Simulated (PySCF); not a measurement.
## `InChI=1S/C5H11N.Al.ClH/c1-2-3-4-5-6;;/h2,6H,3-5H2,1H3;;1H/q-1;+2;/p-1`

Geometry (Å), atoms numbered from 1 in this order:
```xyz
19

C     2.5299   -0.0001    0.0964
C     1.0714    0.2473    0.5028
C     0.2166   -1.0245    0.3593
C    -1.2523   -0.7716    0.7056
C    -2.0756   -0.2558   -0.4712
N    -1.5528    1.0174   -0.9546
Al    0.0691    1.6380   -0.5527
Cl    0.7318    3.4477   -1.1787
H     3.1088    0.9203    0.1693
H     2.9915   -0.7466    0.7451
H     2.5915   -0.3568   -0.9306
H     1.0826    0.5008    1.5752
H     0.6137   -1.8051    1.0177
H     0.2822   -1.3988   -0.6654
H    -1.3042   -0.0287    1.5071
H    -1.7147   -1.6933    1.0659
H    -3.1167   -0.1342   -0.1419
H    -2.0676   -1.0073   -1.2738
H    -2.2151    1.4605   -1.5828
```

Method used: quadratic response B3LYP/def2-SVPD first hyperpolarisability, Taylor convention, gas phase (PySCF 2.14.0). Geometry: GFN2-xTB.

(1) Give the tensor of the static β(0;0,0) in the axes of these coordinates.

## Answers

(1) In au, Taylor convention; rows are the first index (the induced dipole):
```tsv
	xx	yy	zz	xy	xz	yz
x	-100.9	-2.4	-14.1	-40.3	+4.7	-12.3
y	-40.3	-109.1	-39.2	-2.4	-12.3	+6.3
z	+4.7	+6.3	+16.6	-12.3	-14.1	-39.2
```
Norm of βᵢ = ⅓ Σⱼ (βᵢⱼⱼ + βⱼᵢⱼ + βⱼⱼᵢ): 223.9 au, hyper-Rayleigh value 83.7 au.
